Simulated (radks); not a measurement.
Problem. Zn+, 29 electrons, occupied as [Ar] 3d(3/2: 4, 5/2: 5) 4s2 (not the ground configuration). All-electron calculation, Dirac Kohn-Sham, relativistic LDA (MacDonald-Vosko exchange, VWN5 correlation), spin-unpolarised, spherical densities, finite nucleus; Fermi nuclear charge, rms radius 3.9283 fm. Program: a radial shooting solver on a logarithmic mesh with Libxc functionals. Some entries of the table are withheld. Estimate them.

orbital,occ.,eigenvalue (hartree),r(max) (bohr)
1s1/2,2,-348.8736,0.03302
2s1/2,2,-43.04075,(1)
2p1/2,2,(2),0.1503
2p3/2,4,(3),0.1531
3s1/2,2,-5.34348,0.5884
3p1/2,2,-3.75605,(4)
3p3/2,4,-3.64169,(5)
3d3/2,4,(6),0.5552
3d5/2,5,(7),0.5580
4s1/2,2,-0.59456,(8)

Solution. 
(1) 2s1/2 r(max) (bohr): 0.1900
(2) 2p1/2 eigenvalue (hartree): -38.05967
(3) 2p3/2 eigenvalue (hartree): -37.18856
(4) 3p1/2 r(max) (bohr): 0.5854
(5) 3p3/2 r(max) (bohr): 0.5936
(6) 3d3/2 eigenvalue (hartree): -0.98834
(7) 3d5/2 eigenvalue (hartree): -0.97407
(8) 4s1/2 r(max) (bohr): 1.901
